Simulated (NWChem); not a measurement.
System: C₆H₄; SMILES C#C/C=C/C#C

The following NWChem deck was run.

```
start job
memory heap 200 mb stack 900 mb global 1100 mb
geometry units angstroms noautoz
  C     -0.128411     3.083164     0.000000
  C      0.125740     1.881812     0.000000
  C      0.460407     0.506726     0.000000
  C     -0.460407    -0.506726     0.000000
  C     -0.125740    -1.881812     0.000000
  C      0.128411    -3.083164     0.000000
  H     -0.361566     4.138691     0.000000
  H      1.534473     0.249751     0.000000
  H     -1.534473    -0.249751     0.000000
  H      0.361566    -4.138691     0.000000
end
basis spherical
  C library cc-pvdz
  H library cc-pvdz
end
dft
  xc xtpss03 ctpss03
  iterations 150
  mulliken
end
task dft energy
```

NWChem printed, in part:

```
             Northwest Computational Chemistry Package (NWChem) 7.3.0
             --------------------------------------------------------

 C2H symmetry detected

                             Geometry "geometry" -> ""
                             -------------------------

 Output coordinates in angstroms (scale by  1.889725989 to convert to a.u.)

  No.       Tag          Charge          X              Y              Z
 ---- ---------------- ---------- -------------- -------------- --------------
    1 C                    6.0000    -0.12420862     3.08333616     0.00000000
    2 C                    6.0000     0.12830474     1.88163887     0.00000000
    3 C                    6.0000     0.46109723     0.50609801     0.00000000
    4 C                    6.0000    -0.46109723    -0.50609801     0.00000000
    5 C                    6.0000    -0.12830474    -1.88163887     0.00000000
    6 C                    6.0000     0.12420862    -3.08333616     0.00000000
    7 H                    1.0000    -0.35592475     4.13917996     0.00000000
    8 H                    1.0000     1.53481198     0.24765933     0.00000000
    9 H                    1.0000    -1.53481198    -0.24765933     0.00000000
   10 H                    1.0000     0.35592475    -4.13917996     0.00000000

 Effective nuclear repulsion energy (a.u.)     160.2001287884

      Symmetry information
      --------------------

 Group name             C2h
 Group number             21
 Group order               4
 No. of unique centers     5

                                 NWChem DFT Module
                                 -----------------

 Summary of "ao basis" -> "ao basis" (spherical)
 ------------------------------------------------------------------------------
       Tag                 Description            Shells   Functions and Types
 ---------------- ------------------------------  ------  ---------------------
 C                          cc-pvdz                  6       14   3s2p1d
 H                          cc-pvdz                  3        5   2s1p

      Symmetry analysis of basis
      --------------------------

        ag         38
        au         14
        bg         14
        bu         38

            General Information
            -------------------
          SCF calculation type: DFT
          Wavefunction type:  closed shell.
          No. of atoms     :    10
          No. of electrons :    40
           Alpha electrons :    20
            Beta electrons :    20
          Charge           :     0
          Spin multiplicity:     1
          Use of symmetry is: on ; symmetry adaption is: on
          Maximum number of iterations: 150
          AO basis - number of functions:   104
                     number of shells:    48
          Convergence on energy requested:  1.00D-06
          Convergence on density requested:  1.00D-05
          Convergence on gradient requested:  5.00D-04

              XC Information
              --------------
                  TPSS metaGGA Exchange Functional  1.000
             TPSS03 metaGGA Correlation Functional  1.000

             Grid Information
             ----------------
          Grid used for XC integration:  medium
          Radial quadrature: Mura-Knowles
          Angular quadrature: Lebedev.
          Tag              B.-S. Rad. Rad. Pts. Rad. Cut. Ang. Pts.
          ---              ---------- --------- --------- ---------
          C                   0.70       49          16.0       434
          H                   0.35       45          15.0       434
          Grid pruning is: on
          Number of quadrature shells:   237
          Spatial weights used:  Erf1

      Superposition of Atomic Density Guess
      -------------------------------------

 Sum of atomic energies:        -227.99399265

      Non-variational initial energy
      ------------------------------

 Total energy =    -231.233380
 1-e energy   =    -621.437793
 2-e energy   =     230.004284
 HOMO         =      -0.255236
 LUMO         =      -0.064152

      Symmetry analysis of molecular orbitals - initial
      -------------------------------------------------

  Numbering of irreducible representations:

     1 ag          2 au          3 bg          4 bu

  Orbital symmetries:

     1 ag          2 bu          3 ag          4 bu          5 ag
     6 bu          7 ag          8 bu          9 ag         10 bu
    11 ag         12 bu         13 bu         14 ag         15 ag
    16 au         17 bg         18 bu         19 ag         20 au
    21 bg         22 ag         23 bu         24 au         25 bu
    26 ag         27 bu         28 bg         29 ag         30 bu

     ---------------------------------------------
      Total Density - Mulliken Population Analysis
     ---------------------------------------------

    Atom       Charge   Shell Charges
 -----------   ------   -------------------------------------------------------
    1 C    6     6.47   2.00  0.73  0.91  1.90  0.89  0.04
    2 C    6     5.70   2.00  0.74  0.47  1.90  0.52  0.07
    3 C    6     6.02   2.00  0.72  0.49  1.88  0.87  0.07
    4 C    6     6.02   2.00  0.72  0.49  1.88  0.87  0.07
    5 C    6     5.70   2.00  0.74  0.47  1.90  0.52  0.07
    6 C    6     6.47   2.00  0.73  0.91  1.90  0.89  0.04
    7 H    1     0.90   0.62  0.25  0.03
    8 H    1     0.91   0.67  0.21  0.03
    9 H    1     0.91   0.67  0.21  0.03
   10 H    1     0.90   0.62  0.25  0.03

   convergence    iter        energy       DeltaE   RMS-Dens  Diis-err
 ---------------- ----- ----------------- --------- --------- ---------
 d= 0,ls=0.0,diis     1   -230.8821920995 -3.91D+02  1.07D-02  4.43D-01
 d= 0,ls=0.0,diis     2   -230.9095490928 -2.74D-02  6.67D-03  2.36D-01
 d= 0,ls=0.0,diis     3   -230.8858144535  2.37D-02  4.28D-03  4.00D-01
 d= 0,ls=0.0,diis     4   -230.9386963856 -5.29D-02  1.17D-03  3.92D-02
 d= 0,ls=0.0,diis     5   -230.9436551095 -4.96D-03  2.59D-04  6.87D-04
  Resetting Diis
 d= 0,ls=0.0,diis     6   -230.9437453760 -9.03D-05  4.57D-05  1.59D-05
 d= 0,ls=0.0,diis     7   -230.9437477514 -2.38D-06  1.93D-05  9.59D-07
 d= 0,ls=0.0,diis     8   -230.9437475995  1.52D-07  1.19D-05  1.98D-06
 d= 0,ls=0.0,diis     9   -230.9437477672 -1.68D-07  5.76D-06  9.63D-07

         Total DFT energy =     -230.943747767221
      One electron energy =     -626.113380844177
           Coulomb energy =      268.867512196017
    Exchange-Corr. energy =      -33.898007907424
 Nuclear repulsion energy =      160.200128788363

 Numeric. integr. density =       40.000001023867

                  Occupations of the irreducible representations
                  ----------------------------------------------

                     irrep           alpha         beta
                     --------     --------     --------
                     ag                9.0          9.0
                     au                2.0          2.0
                     bg                1.0          1.0
                     bu                8.0          8.0

                       DFT Final Molecular Orbital Analysis
                       ------------------------------------

 Vector   18  Occ=2.000000D+00  E=-2.530310D-01  Symmetry=bu
              MO Center= -6.7D-17, -1.4D-15, -2.3D-17, r^2= 7.4D+00
   Bfn.  Coefficient  Atom+Function         Bfn.  Coefficient  Atom+Function
  ----- ------------  ---------------      ----- ------------  ---------------
    18      0.299272   2 C  px               60      0.299272   5 C  px
     4      0.295122   1 C  px               74      0.295122   6 C  px
     7      0.177296   1 C  px               77      0.177296   6 C  px
    21      0.152846   2 C  px               63      0.152846   5 C  px
    90     -0.081019   8 H  s                95      0.081019   9 H  s

 Vector   19  Occ=2.000000D+00  E=-2.467408D-01  Symmetry=ag
              MO Center=  7.0D-16,  1.2D-15, -9.7D-17, r^2= 7.3D+00
   Bfn.  Coefficient  Atom+Function         Bfn.  Coefficient  Atom+Function
  ----- ------------  ---------------      ----- ------------  ---------------
     4      0.298160   1 C  px               74     -0.298160   6 C  px
    18      0.269463   2 C  px               60     -0.269463   5 C  px
     7      0.181366   1 C  px               77     -0.181366   6 C  px
    21      0.133569   2 C  px               63     -0.133569   5 C  px
    32     -0.100569   3 C  px               46      0.100569   4 C  px

 Vector   20  Occ=2.000000D+00  E=-2.075129D-01  Symmetry=au
              MO Center= -1.1D-15, -8.5D-15, -7.3D-16, r^2= 6.5D+00
   Bfn.  Coefficient  Atom+Function         Bfn.  Coefficient  Atom+Function
  ----- ------------  ---------------      ----- ------------  ---------------
     6      0.306407   1 C  pz               76      0.306407   6 C  pz
    34     -0.266553   3 C  pz               48     -0.266553   4 C  pz
     9      0.210525   1 C  pz               79      0.210525   6 C  pz
    37     -0.181828   3 C  pz               51     -0.181828   4 C  pz
    20      0.178287   2 C  pz               62      0.178287   5 C  pz

 Vector   21  Occ=0.000000D+00  E=-8.778325D-02  Symmetry=bg
              MO Center=  1.5D-15,  3.4D-15, -7.7D-17, r^2= 5.7D+00
   Bfn.  Coefficient  Atom+Function         Bfn.  Coefficient  Atom+Function
  ----- ------------  ---------------      ----- ------------  ---------------
    37      0.342604   3 C  pz               51     -0.342604   4 C  pz
    34      0.340830   3 C  pz               48     -0.340830   4 C  pz
     9     -0.287360   1 C  pz               79      0.287360   6 C  pz
     6     -0.282705   1 C  pz               76      0.282705   6 C  pz
    23      0.115659   2 C  pz               65     -0.115659   5 C  pz

[...]
```

Level: TPSS/cc-pVDZ. The geometry was optimised at PBE-D3(BJ)/def2-SVP.
